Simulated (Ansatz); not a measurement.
```yaml
crystal:
  periodic: [false, false, false]
  atoms:
    - {symbol: N, position_ang: [-0.921486, 0.712204, -0.212404]}
    - {symbol: C, position_ang: [0.411457, 0.518297, 0.462328]}
    - {symbol: C, position_ang: [0.503040, -1.012056, 0.572535]}
    - {symbol: Al, position_ang: [0.432805, -0.322019, -1.232581]}
    - {symbol: H, position_ang: [-1.105156, 1.679600, -0.444785]}
    - {symbol: H, position_ang: [-1.723739, 0.323854, 0.284153]}
    - {symbol: H, position_ang: [0.603479, 1.173487, 1.307484]}
    - {symbol: H, position_ang: [-0.301643, -1.525312, 1.115490]}
    - {symbol: H, position_ang: [1.476763, -1.343280, 0.931939]}
    - {symbol: H, position_ang: [0.707679, -0.255873, -2.781159]}
basis:
  gaussian: {orbitals: "6-31++G**", fitting: {mean_field: cc-pVTZ-jkfit}}
magnetization: {spin_polarized: true, initial_magnetization: 4}
hamiltonian: {xc: {name: wB97}}
```

```sh
$ ansatz run in.yaml --threads 2 --pin off --events-out ev --progress --plain --max-ram 4352MiB
```

Shortened log:

```
Functional definition: wB97
538 factors; integrals over basis functions are off by at most 1.3e-1 eV
538 factors; integrals over basis functions are off by at most 1.7e-3 eV
mean field evaluation 1: about -10237.4181 eV, gradient 3.7e1 eV
mean field evaluation 2: about -10238.5051 eV, gradient 3.9e1 eV
mean field evaluation 4: about -10245.3198 eV, gradient 2.7e0 eV
mean field evaluation 8: about -10245.5679 eV, gradient 3.1e-1 eV
mean field evaluation 16: about -10245.6164 eV, gradient 9.1e-2 eV
mean field evaluation 32: about -10245.7054 eV, gradient 2.3e-5 eV
mean field -10245.70543675 eV, -376.5227300121 hartree, gradient 1.5e-5 eV, S^2 6.009654; 6 other end points of the search recorded, 0 dependent functions left out
reference -10245.70543970 eV, -376.5227301205 hartree; 21, 17 occupied and 95, 99 virtual orbitals, 538 factors
Total energy: -10245.70543970 eV, -376.5227301205 hartree
```

Question: Something in this input is off. What?

Answer: The spin is set far too high for this molecule. The calculation finished and met its thresholds. The result belongs to that input, not to the molecule as meant.
